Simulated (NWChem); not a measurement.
System meant: SnSe, singlet; SMILES [Se]=[Sn]

Input file for NWChem:

```
start job
memory heap 200 mb stack 900 mb global 1100 mb
geometry units angstroms noautoz
  Sn     0.000000     0.000000    -0.946365
  Se     0.000000     0.000000     1.391610
end
basis spherical
  * library def2-svp
end
dft
  xc xpbe96 cpbe96
  iterations 150
  mulliken
end
task dft energy
```

End of the output:

```
             Grid Information
             ----------------
          Grid used for XC integration:  medium
          Radial quadrature: Mura-Knowles
          Angular quadrature: Lebedev.
          Tag              B.-S. Rad. Rad. Pts. Rad. Cut. Ang. Pts.
          ---              ---------- --------- --------- ---------
          Sn                  1.45      123           8.0       590
          Se                  1.15      112          10.0       590
          Grid pruning is: on
          Number of quadrature shells:   235
          Spatial weights used:  Erf1

          Convergence Information
          -----------------------
          Convergence aids based upon iterative change in
          total energy or number of iterations.
          Levelshifting, if invoked, occurs when the
          HOMO/LUMO gap drops below (HL_TOL):  1.00D-02
          DIIS, if invoked, will attempt to extrapolate
          using up to (NFOCK): 10 stored Fock matrices.

                    Damping( 0%)  Levelshifting(0.5)       DIIS
                  --------------- ------------------- ---------------
          dE  on:    start            ASAP                start
          dE off:    2 iters        150 iters           150 iters

      Screening Tolerance Information
      -------------------------------
          Density screening/tol_rho:  1.00D-10
          AO Gaussian exp screening on grid/accAOfunc:  14
          CD Gaussian exp screening on grid/accCDfunc:  20
          XC Gaussian exp screening on grid/accXCfunc:  20
          Schwarz screening/accCoul:  1.00D-08

      Superposition of Atomic Density Guess
      -------------------------------------

      charge =      50.0 Sn (Tin)

      symmetry species            s     p     d     f
      number of basis functions =10     7     6
      number of cont. functions = 4     4     2
      number of closed shells   = 5     3     2
      number of open shells     = 0     1     0
      open shell occupation     = 0     2     0
 ------------------------------------------------------------------------
 atomscf:atomd: error in atom scf                   0
 ------------------------------------------------------------------------
 ------------------------------------------------------------------------
  current input line :
    15: task dft energy
 ------------------------------------------------------------------------
 ------------------------------------------------------------------------
 This error has not yet been assigned to a category
 ------------------------------------------------------------------------
 For more information see the NWChem manual at https://nwchemgit.github.io

0:atomscf:atomd: error in atom scf:Received an Error in Communication
```

**Question.** Find the fault in this run and fix the input.

**Answer.** The program stopped with an error. Cause: the def2 basis of a heavy element holds valence functions alone and wants its effective core potential (without it all electrons must fit into that basis). This input runs:
```
start job
memory heap 200 mb stack 900 mb global 1100 mb
geometry units angstroms noautoz
  Sn     0.000000     0.000000    -0.946365
  Se     0.000000     0.000000     1.391610
end
basis spherical
  Sn library def2-svp
  Se library def2-svp
end
ecp
  Sn library def2-ecp
end
dft
  xc xpbe96 cpbe96
  iterations 150
  mulliken
end
task dft energy
```
It converges to -2615.25398 Ha (PBE/def2-SVP with def2 effective core potentials on Sn).
